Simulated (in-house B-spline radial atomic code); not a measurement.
## RPA and G0W0 on CAM-B3LYP: Al3+

Configuration [He] 2s2 2p6, mean-field start CAM-B3LYP. Computed with a B-spline radial code for spherical atoms: all electrons, scalar-relativistic (spin-free one-electron X2C), finite nucleus, each spin shell either full or empty, empty states to l = 9 with an (l + 1/2)⁻⁴ tail; G0W0 by contour deformation at full frequency.

Command:
```bash
python run_gw.py task.json out
```
Settings (radii: box in bohr, nucleus in fm):
```
Z                        13
electrons                10
configuration            [He] 2s2 2p6
hamiltonian              x2c
method                   camb3lyp
lmax                     9
rms_radius               3.061
spin_polarised           False
box_radius               14.14
intervals                70
```

Cost of the run: 1.7 s on 1 thread of Arm Neoverse N1, with other jobs on the host.

Energies (hartree):

```csv
term,value
mean-field total,-240.83380
Hartree-Fock functional on these orbitals,-240.42840
direct second order,-0.6626
second-order exchange,0.2351
SOSEX correction,0.2174
```

(1) What is the RPA correlation energy, and what remains with SOSEX?

Quasi-particle levels (eV):

| level | occupied | mean field | Σx - vxc | Σc | QP weight | G0W0 |
| --- | --- | --- | --- | --- | --- | --- |
| 2p | yes | -110.11 | -11.89 | ? | ? | ? |
| 2s | yes | -149.93 | -18.14 | 5.01 | 0.940 | -163.06 |
| 3s | no | -31.46 | 3.53 | -0.47 | 0.997 | -28.398 |

G0W0 = mean field + (Σx - vxc) + Σc, with Σc (partial-wave tail included) taken at the quasi-particle energy. Levels of low weight are left out.

(2) Where does G0W0 put 2p?

## Answers

(1) RPA gives -0.59266 hartree (-1.61 eV per electron); RPA + SOSEX gives -0.37525, and the second-order doubles -0.4275 hartree (no singles). RPA lacks exchange-type terms and so overcorrelates at short range.

(2) At -120.06 eV, with Σc = 1.94 eV and a quasi-particle weight of 0.963. The tabulated removal energy is 119.992 ± 0.0019 eV (NIST, measured); the calculation leaves out spin-orbit coupling, Breit and QED terms, and what these don't explain is the method's own error.
